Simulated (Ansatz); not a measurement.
# A barrier at the coupled-cluster level

Start structure (CH5GaO, closed shell), relaxed at PBE0-D4/def2-TZVP:

Ga1  (-0.741, -0.030, -0.546)
C2  (0.707, 0.733, 0.537)
O3  (-0.874, -1.813, -0.690)
H4  (-0.200, -2.296, -0.208)
H5  (-1.855, 0.718, -1.342)
H6  (0.293, 1.322, 1.360)
H7  (1.317, 1.407, -0.068)
H8  (1.354, -0.040, 0.956)
(Å)

The step: CH₅GaO ([CH3][GaH][OH]) → GaHO ([O][GaH]) + CH₄; bonds formed: C2–H4; bonds broken: Ga1–C2, O3–H4. Program: Ansatz 0.2.0. Basis: def2-TZVPP and def2-QZVPP. Cores are frozen in the correlated methods. Filled d shells of the heavier atoms are correlated. The def2 sets are not built for correlating such inner shells, so the correlated values are less sure here. Extrapolation: Hartree–Fock as exp(−7.88 √X), correlation as X^−2.97. Energies below are by CCSD(T) at an estimated basis limit (MP2 extrapolated from triple and quadruple zeta, plus CCSD(T) − MP2 in triple zeta).

What are the electronic barrier and the energy of the step, from the start structure to the end structure? (Judge from chemistry; the value comes from the calculation.)

The calculation gives: Barrier 3.056 eV; step energy 1.772 eV (uphill); reverse barrier, their difference, 1.283 eV. Barrier and step energy count from the start structure, the reverse barrier from the end structure.

The saddle point: One imaginary mode of 1581i cm⁻¹.
```
  pair  start (Å)  saddle (Å)  end (Å)
 C2–H4       3.25        1.35     1.09
Ga1–C2       1.96        2.28     3.29
 O3–H4       0.96        1.40     2.94
```

Zero-point energy (harmonic, PBE0-D4): ZPE is 1.523 eV at the start and 1.391 eV at the saddle, so the barrier goes from 3.056 to 2.924 eV.

No T1 diagnostic of these runs exceeds 0.026. The T1 diagnostic is large here, which may signal multireference character or strong orbital relaxation, so CCSD(T) is less sure.

Labels in which every atom is bracketed show which atoms are joined, not bond orders.

For scale, one of the runs: CCSD(T)/def2-TZVPP, 180 basis functions, launched by `ansatz run in.yaml --threads 2 --pin off --events-out ev --progress --plain --max-ram 4352MiB`. The run took 51 s on 2 CPU threads of an Intel Xeon Platinum 8259CL (shared host), with 1.8 GiB of host memory at its peak.
